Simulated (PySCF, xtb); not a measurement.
CH4NO, SMILES NC=[OH+], charge +1. The values are those of a single conformer.

Harmonic wavenumbers (cm⁻¹) from GFN2-xTB (xtb) at its own minimum, in rising order: 521, 646, 710, 742, 978, 1009, 1129, 1267, 1325, 1424, 1677, 2982, 3295, 3337, 3394.

Task: What does PBE-D3(BJ)/def2-TZVP (PySCF) give at its own minimum? (Estimate from the structure and the level; the computed values follow.)

Result: 545, 589, 672, 711, 1033, 1042, 1139, 1356, 1399, 1578, 1698, 3127, 3428, 3532, 3569. Paired by order, the mean absolute difference is 82 cm⁻¹ and the zero-point energies are 34.9 and 36.3 kcal/mol.
